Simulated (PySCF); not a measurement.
PySCF input (HF/def2-TZVPD):

```python
from pyscf import gto, scf, dft

mol = gto.M(
    atom='''
    O    -1.44519553    0.09522087   -0.08145760
    Si    0.08755461    0.00914778   -0.00119263
    O     1.56144574   -0.19888809    0.12744914
    H    -2.15576622    0.70126888   -0.35123545
    ''',
    basis='def2-tzvpd',
    charge=1,
    spin=0,
    verbose=4,
)

mf = scf.RHF(mol).density_fit(auxbasis='def2-universal-jkfit')
mf.conv_tol = 1e-9
mf.max_cycle = 100
mf.max_memory = 1500
mf.kernel()
if not mf.converged:
    mf = mf.newton()
    mf.kernel(mf.make_rdm1())
mf.analyze()
```

Output:

```
PySCF version 2.14.0

[INPUT] verbose = 4
[INPUT] num. atoms = 4
[INPUT] num. electrons = 30
[INPUT] charge = 1
[INPUT] spin (= nelec alpha-beta = 2S) = 0
[INPUT] symmetry False subgroup None
[INPUT] Mole.unit = angstrom
[INPUT] Symbol           X                Y                Z      unit          X                Y                Z       unit  Magmom
[INPUT]  1 O     -1.445195530000   0.095220870000  -0.081457600000 AA   -2.731023748146   0.179941365643  -0.153932554764 Bohr   0.0
[INPUT]  2 Si     0.087554610000   0.009147780000  -0.001192630000 AA    0.165454233843   0.017286798848  -0.002253744068 Bohr   0.0
[INPUT]  3 O      1.561445740000  -0.198888090000   0.127449140000 AA    2.950704806969  -0.375844019538   0.240843969411 Bohr   0.0
[INPUT]  4 H     -2.155766220000   0.701268880000  -0.351235450000 AA   -4.073807744389   1.325206122880  -0.663738805738 Bohr   0.0

nuclear repulsion = 97.9817963770136
number of shells = 48
number of NR pGTOs = 190
number of NR cGTOs = 132
basis = def2-tzvpd
ecp = {}

******** <class 'pyscf.df.df_jk.DFRHF'> ********
method = DFRHF
initial guess = minao
damping factor = 0
level_shift factor = 0
DIIS = <class 'pyscf.scf.diis.CDIIS'>
diis_start_cycle = 1
diis_space = 8
diis_damp = 0
SCF conv_tol = 1e-09
SCF conv_tol_grad = None
SCF max_cycles = 100
direct_scf = False
Set gradient conv threshold to 3.16228e-05
Initial guess from minao.
******** <class 'pyscf.df.df.DF'> ********
auxbasis = def2-universal-jkfit
init E= -439.535622448098
  HOMO = -0.519369712894578  LUMO = -0.149469755715877  gap/eV = 10.06549
cycle= 1 E= -438.864069904635  delta_E= 0.672  |g|= 0.777  |ddm|= 1.82
  HOMO = -0.647916864544499  LUMO = -0.284152007301003  gap/eV = 9.89855
cycle= 2 E= -438.900642755914  delta_E= -0.0366  |g|= 0.747  |ddm|= 1.17
  HOMO = -0.777920639930516  LUMO = -0.271370840590158  gap/eV = 13.78392
cycle= 3 E= -439.006060263906  delta_E= -0.105  |g|= 0.0929  |ddm|= 0.568
  HOMO = -0.751044997506968  LUMO = -0.252139222550056  gap/eV = 13.57592
cycle= 4 E= -439.007875004226  delta_E= -0.00181  |g|= 0.0289  |ddm|= 0.091
  HOMO = -0.752105563331432  LUMO = -0.249570941576685  gap/eV = 13.67466
cycle= 5 E= -439.008096678261  delta_E= -0.000222  |g|= 0.00962  |ddm|= 0.0314
  HOMO = -0.751869607795112  LUMO = -0.2504852362271  gap/eV = 13.64336
cycle= 6 E= -439.008133220048  delta_E= -3.65e-05  |g|= 0.00333  |ddm|= 0.0105
  HOMO = -0.751279685797954  LUMO = -0.250622655303353  gap/eV = 13.62357
cycle= 7 E= -439.008145771279  delta_E= -1.26e-05  |g|= 0.00138  |ddm|= 0.00865
  HOMO = -0.751090135814201  LUMO = -0.250768052103979  gap/eV = 13.61446
cycle= 8 E= -439.008148426945  delta_E= -2.66e-06  |g|= 0.000427  |ddm|= 0.0042
  HOMO = -0.750982049472616  LUMO = -0.250779743622182  gap/eV = 13.61120
cycle= 9 E= -439.008148670179  delta_E= -2.43e-07  |g|= 0.000114  |ddm|= 0.00144
  HOMO = -0.750953077878773  LUMO = -0.25078297779946  gap/eV = 13.61032
cycle= 10 E= -439.00814868449  delta_E= -1.43e-08  |g|= 3.22e-05  |ddm|= 0.00032
  HOMO = -0.750947776907485  LUMO = -0.250785434256485  gap/eV = 13.61011
cycle= 11 E= -439.008148685376  delta_E= -8.85e-10  |g|= 9.87e-06  |ddm|= 7.95e-05
  HOMO = -0.750949798580756  LUMO = -0.250784721967143  gap/eV = 13.61018
Extra cycle  E= -439.008148685406  delta_E= -2.98e-11  |g|= 8.08e-06  |ddm|= 1.15e-05
converged SCF energy = -439.008148685406
**** SCF Summaries ****
Total Energy =                        -439.008148685405502
Nuclear Repulsion Energy =              97.981796377013609
One-electron Energy =                 -794.472184954718045
Two-electron Energy =                  257.482239892298935
Two-electron Coulomb Energy =          294.493696269498514
DFT Exchange-Correlation Energy =      -37.011456377199579
HOMO-LUMO gap [eV] =                    13.610184973455882
**** MO energy ****
MO #1   energy= -69.1752295384627  occ= 2
MO #2   energy= -20.9146551958299  occ= 2
MO #3   energy= -20.8213170761427  occ= 2
MO #4   energy= -6.51846916525287  occ= 2
MO #5   energy= -4.62597871313883  occ= 2
MO #6   energy= -4.62569277814742  occ= 2
MO #7   energy= -4.62295203627965  occ= 2
MO #8   energy= -1.69492969167795  occ= 2
MO #9   energy= -1.53959643682285  occ= 2
MO #10  energy= -1.10855007521599  occ= 2
MO #11  energy= -0.899859461557499 occ= 2
MO #12  energy= -0.883067791714692 occ= 2
MO #13  energy= -0.82152522684278  occ= 2
MO #14  energy= -0.7510911049999   occ= 2
MO #15  energy= -0.750949798580756 occ= 2
MO #16  energy= -0.250784721967143 occ= 0
MO #17  energy= -0.154815049672452 occ= 0
MO #18  energy= -0.144924653169254 occ= 0
MO #19  energy= -0.0996757561545333 occ= 0
MO #20  energy= -0.0593785825425591 occ= 0
MO #21  energy= -0.0470873906511157 occ= 0
MO #22  energy= -0.0438328269300485 occ= 0
MO #23  energy= -0.0327557745842486 occ= 0
MO #24  energy= -0.0325776947084114 occ= 0
MO #25  energy= -0.0059201610897428 occ= 0
MO #26  energy= 0.00908514875492211 occ= 0
MO #27  energy= 0.0102749427470968 occ= 0
MO #28  energy= 0.0403929800426091 occ= 0
MO #29  energy= 0.0774767961494929 occ= 0
MO #30  energy= 0.111495950691294  occ= 0
MO #31  energy= 0.119167864114292  occ= 0
MO #32  energy= 0.131738494595032  occ= 0
MO #33  energy= 0.132924824345643  occ= 0
MO #34  energy= 0.138787470868912  occ= 0
MO #35  energy= 0.155401130779706  occ= 0
MO #36  energy= 0.169466022080695  occ= 0
MO #37  energy= 0.187605880914866  occ= 0
MO #38  energy= 0.187634663889352  occ= 0
MO #39  energy= 0.188112780552099  occ= 0
MO #40  energy= 0.243773599414134  occ= 0
MO #41  energy= 0.275764644458979  occ= 0
MO #42  energy= 0.296012823988133  occ= 0
MO #43  energy= 0.296163367994661  occ= 0
MO #44  energy= 0.309963607825211  occ= 0
MO #45  energy= 0.333740174058942  occ= 0
MO #46  energy= 0.359999491537354  occ= 0
MO #47  energy= 0.433891127788335  occ= 0
MO #48  energy= 0.434183973702349  occ= 0
MO #49  energy= 0.458926531497178  occ= 0
MO #50  energy= 0.475553263206797  occ= 0
MO #51  energy= 0.479669853378225  occ= 0
MO #52  energy= 0.522308333523317  occ= 0
MO #53  energy= 0.533194436229245  occ= 0
MO #54  energy= 0.553496809892557  occ= 0
MO #55  energy= 0.585949637121725  occ= 0
MO #56  energy= 0.651737056466842  occ= 0
MO #57  energy= 0.692426898502375  occ= 0
MO #58  energy= 0.752961759267707  occ= 0
MO #59  energy= 0.781500163773812  occ= 0
MO #60  energy= 0.817610573904657  occ= 0
MO #61  energy= 0.854960359162164  occ= 0
MO #62  energy= 0.878921708644129  occ= 0
MO #63  energy= 0.892406504125557  occ= 0
MO #64  energy= 0.900799535011143  occ= 0
MO #65  energy= 0.935410116561927  occ= 0
MO #66  energy= 0.972997848570398  occ= 0
MO #67  energy= 0.97451581852275   occ= 0
MO #68  energy= 1.0001368827882    occ= 0
MO #69  energy= 1.05331354121257   occ= 0
MO #70  energy= 1.06178261142023   occ= 0
MO #71  energy= 1.08723671542557   occ= 0
MO #72  energy= 1.14942134487277   occ= 0
MO #73  energy= 1.20498475791551   occ= 0
MO #74  energy= 1.20705880156889   occ= 0
MO #75  energy= 1.22273120671546   occ= 0
MO #76  energy= 1.3604029645015    occ= 0
MO #77  energy= 1.47769490612136   occ= 0
MO #78  energy= 1.4922362278726    occ= 0
MO #79  energy= 1.61125302809022   occ= 0
MO #80  energy= 1.65757842527828   occ= 0
MO #81  energy= 1.71998813687851   occ= 0
MO #82  energy= 1.82125840467073   occ= 0
MO #83  energy= 1.82227356592368   occ= 0
MO #84  energy= 1.89615608059412   occ= 0
MO #85  energy= 1.93988078309024   occ= 0
MO #86  energy= 1.99788913904703   occ= 0
MO #87  energy= 2.20182070683106   occ= 0
MO #88  energy= 2.33612929098192   occ= 0
MO #89  energy= 2.35527676293845   occ= 0
MO #90  energy= 2.44172087709744   occ= 0
MO #91  energy= 2.47188910419359   occ= 0
MO #92  energy= 2.62415594121684   occ= 0
MO #93  energy= 2.74530010395141   occ= 0
MO #94  energy= 3.0286181619286    occ= 0
MO #95  energy= 3.05549544889845   occ= 0
MO #96  energy= 3.17668469677681   occ= 0
MO #97  energy= 3.26691455981316   occ= 0
MO #98  energy= 3.27170439788301   occ= 0
MO #99  energy= 3.33101468855358   occ= 0
MO #100 energy= 4.00307031728584   occ= 0
MO #101 energy= 4.05268592668607   occ= 0
MO #102 energy= 4.79422463800031   occ= 0
MO #103 energy= 5.23502778537187   occ= 0
MO #104 energy= 5.24358722678525   occ= 0
MO #105 energy= 5.34919756966087   occ= 0
MO #106 energy= 5.35918536876034   occ= 0
MO #107 energy= 5.36084340465335   occ= 0
MO #108 energy= 5.36787556032759   occ= 0
MO #109 energy= 5.43545536587627   occ= 0
MO #110 energy= 5.45467103062914   occ= 0
MO #111 energy= 5.53777615709996   occ= 0
MO #112 energy= 5.54398196613896   occ= 0
MO #113 energy= 5.58319277833383   occ= 0
MO #114 energy= 5.73048273050921   occ= 0
MO #115 energy= 5.80186348396322   occ= 0
MO #116 energy= 6.374872027811     occ= 0
MO #117 energy= 6.41380675365349   occ= 0
MO #118 energy= 6.52980962333223   occ= 0
MO #119 energy= 6.60553847022076   occ= 0
MO #120 energy= 6.64455667536659   occ= 0
MO #121 energy= 6.69854765046197   occ= 0
MO #122 energy= 6.70341671122245   occ= 0
MO #123 energy= 6.82247481092385   occ= 0
MO #124 energy= 7.0057486746984    occ= 0
MO #125 energy= 7.16739114308387   occ= 0
MO #126 energy= 7.16931797800716   occ= 0
MO #127 energy= 7.22990222906425   occ= 0
MO #128 energy= 7.41055063386074   occ= 0
MO #129 energy= 7.46872166974366   occ= 0
MO #130 energy= 11.716646033255    occ= 0
MO #131 energy= 44.9801857838061   occ= 0
MO #132 energy= 45.4436063679958   occ= 0
 ** Mulliken pop on meta-lowdin orthogonal AOs  **
 ** Mulliken pop  **
pop of  0 O 1s            1.99999
pop of  0 O 2s            1.55787
pop of  0 O 3s            0.00074
pop of  0 O 4s            0.00171
pop of  0 O 5s            0.00040
pop of  0 O 6s            0.00016
pop of  0 O 2px           1.52603
pop of  0 O 2py           1.75041
pop of  0 O 2pz           1.82076
pop of  0 O 3px           0.00257
pop of  0 O 3py           0.00405
pop of  0 O 3pz           0.00388
pop of  0 O 4px           0.00241
pop of  0 O 4py           0.00386
pop of  0 O 4pz           0.00373
pop of  0 O 5px           0.00140
pop of  0 O 5py           0.00047
pop of  0 O 5pz           0.00048
pop of  0 O 3dxy          0.00453
pop of  0 O 3dyz          0.00114
pop of  0 O 3dz^2         0.00211
pop of  0 O 3dxz          0.00403
pop of  0 O 3dx2-y2       0.00443
pop of  0 O 4dxy          0.00111
pop of  0 O 4dyz          0.00017
pop of  0 O 4dz^2         0.00041
pop of  0 O 4dxz          0.00113
pop of  0 O 4dx2-y2       0.00084
pop of  0 O 5dxy          0.00063
pop of  0 O 5dyz          0.00007
pop of  0 O 5dz^2         0.00016
pop of  0 O 5dxz          0.00031
pop of  0 O 5dx2-y2       0.00017
pop of  0 O 4f-3          0.00066
pop of  0 O 4f-2          0.00023
pop of  0 O 4f-1          0.00011
pop of  0 O 4f+0          0.00034
pop of  0 O 4f+1          0.00034
pop of  0 O 4f+2          0.00025
pop of  0 O 4f+3          0.00048
pop of  1 Si 1s           2.00000
pop of  1 Si 2s           1.99966
pop of  1 Si 3s           0.61484
pop of  1 Si 4s           0.00915
pop of  1 Si 5s           0.00242
pop of  1 Si 6s           0.00087
pop of  1 Si 2px          1.99996
pop of  1 Si 2py          1.99998
pop of  1 Si 2pz          1.99998
pop of  1 Si 3px          0.54595
pop of  1 Si 3py          0.38766
pop of  1 Si 3pz          0.39663
pop of  1 Si 4px          0.01251
pop of  1 Si 4py          0.00989
pop of  1 Si 4pz          0.01014
pop of  1 Si 5px          0.00571
pop of  1 Si 5py          0.00007
pop of  1 Si 5pz          0.00003
pop of  1 Si 6px          0.00023
pop of  1 Si 6py          0.00001
pop of  1 Si 6pz          0.00001
pop of  1 Si 3dxy         0.02422
pop of  1 Si 3dyz         0.00056
pop of  1 Si 3dz^2        0.00165
pop of  1 Si 3dxz         0.02691
pop of  1 Si 3dx2-y2      0.00479
pop of  1 Si 4dxy         0.00687
pop of  1 Si 4dyz         0.00012
pop of  1 Si 4dz^2        0.00047
pop of  1 Si 4dxz         0.00716
pop of  1 Si 4dx2-y2      0.00136
pop of  1 Si 5dxy         0.00051
pop of  1 Si 5dyz         0.00001
pop of  1 Si 5dz^2        0.00080
pop of  1 Si 5dxz         0.00051
pop of  1 Si 5dx2-y2      0.00224
pop of  1 Si 4f-3         0.00281
pop of  1 Si 4f-2         0.00019
pop of  1 Si 4f-1         0.00022
pop of  1 Si 4f+0         0.00130
pop of  1 Si 4f+1         0.00034
pop of  1 Si 4f+2         0.00204
pop of  1 Si 4f+3         0.00063
pop of  2 O 1s            1.99999
pop of  2 O 2s            1.75368
pop of  2 O 3s            0.00314
pop of  2 O 4s            0.00143
pop of  2 O 5s            0.00044
pop of  2 O 6s            0.00011
pop of  2 O 2px           1.52425
pop of  2 O 2py           1.66631
pop of  2 O 2pz           1.67636
pop of  2 O 3px           0.00032
pop of  2 O 3py           0.00171
pop of  2 O 3pz           0.00214
pop of  2 O 4px           0.00199
pop of  2 O 4py           0.00342
pop of  2 O 4pz           0.00344
pop of  2 O 5px           0.00031
pop of  2 O 5py           0.00072
pop of  2 O 5pz           0.00071
pop of  2 O 3dxy          0.00934
pop of  2 O 3dyz          0.00027
pop of  2 O 3dz^2         0.00291
pop of  2 O 3dxz          0.00940
pop of  2 O 3dx2-y2       0.00845
pop of  2 O 4dxy          0.00159
pop of  2 O 4dyz          0.00005
pop of  2 O 4dz^2         0.00056
pop of  2 O 4dxz          0.00164
pop of  2 O 4dx2-y2       0.00160
pop of  2 O 5dxy          0.00016
pop of  2 O 5dyz          0.00001
pop of  2 O 5dz^2         0.00006
pop of  2 O 5dxz          0.00016
pop of  2 O 5dx2-y2       0.00017
pop of  2 O 4f-3          0.00037
pop of  2 O 4f-2          0.00003
pop of  2 O 4f-1          0.00003
pop of  2 O 4f+0          0.00015
pop of  2 O 4f+1          0.00018
pop of  2 O 4f+2          0.00024
pop of  2 O 4f+3          0.00031
pop of  3 H 1s            0.51679
pop of  3 H 2s            0.00687
pop of  3 H 3s            0.00649
pop of  3 H 2px           0.00180
pop of  3 H 2py           0.00071
pop of  3 H 2pz           0.00052
pop of  3 H 3px           0.00114
pop of  3 H 3py           0.00070
pop of  3 H 3pz           0.00085
 ** Mulliken atomic charges  **
charge of    0O =     -0.70459
charge of    1Si =      1.91861
charge of    2O =     -0.67816
charge of    3H =      0.46414

WARN: System has nonzero charge 1; the dipole moment is origin-dependent.
Location of origin: [0. 0. 0.]

Dipole moment(X, Y, Z, Debye): -5.08823,  1.91309, -0.93496
```

It need not be the lowest isomer of its formula.
